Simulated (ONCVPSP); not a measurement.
# Si: one change to an ONCV potential, before and after

```json
{
  "Element": "silicon (Si)",
  "Generator": "ONCVPSP 4.0.1",
  "Type": "optimised norm-conserving Vanderbilt (ONCV)",
  "Functional": "LDA (Perdew-Zunger)",
  "Relativity": "scalar-relativistic",
  "Frozen core": "[He]",
  "Valence charge": "12",
  "Reference configuration": "2s2 2p6 3s2 3p2",
  "Partial waves": "2s+3s: rc 1.00 bohr, ncon 3, nbas 7, qcut 10.9 1/bohr, 2 projectors; 2p+3p: rc 0.80 bohr, ncon 4, nbas 7, qcut 15.1 1/bohr, 2 projectors",
  "Local potential": "polynomial inside 0.50 bohr (lpopt 2, dvloc0 0 Ha)",
  "Core correction": "none"
}
```

Change: s: qcut 6.9; p: qcut 9.6.

Cutoffs: the cutoffs (Ha) at which the residual kinetic energy of the hardest occupied pseudo-wave falls to 1 and 0.1 mHa per electron; they do not see the model core or the augmentation charge, which bear on the density cutoff. Errors are all-electron minus pseudo energies relative to the spin-unpolarised reference configuration.

What does the change do?

The potential gets harder (104 Ha and 161 Ha → 242 Ha and 335 Ha); of the 4 tests that both files solve, the error grows in 2 and shrinks in 1 by more than 15 % and 0.3 meV (median size 1.6 → 2.9 meV); neither file shows a bound ghost.

| quantity | base | changed |
| --- | --- | --- |
| cutoff, loose | 104 Ha | 242 Ha |
| cutoff, tight | 161 Ha | 335 Ha |
| loose cutoff by channel | s 32 Ha, p 104 Ha | s 42 Ha, p 242 Ha |
| bound ghosts | none | none |
| GHOST(+) flags under 300 eV | none | none |
| error for 2s2 2p6 3s2 3p1, meV [ΔE 7.83 eV] | +0.4 | +0.5 |
| error for 2s2 2p6 3s2 3p0, meV [ΔE 23.94 eV] | +2.4 | +3.2 |
| error for 2s2 2p6 3s1 3p0, meV [ΔE 58.09 eV] | +0.8 | +2.6 |
| error for 2s1 2p6 3s2 3p2, meV [ΔE 152.29 eV] | -370 | -275 |
| s: phases at 1.01 bohr within 0.05 rad from the reference energy up to (Ha; the scan ends near 5) | to the end of the scan | to the end of the scan |
| p: phases at 0.81 bohr within 0.05 rad from the reference energy up to (Ha; the scan ends near 5) | to the end of the scan | to the end of the scan |
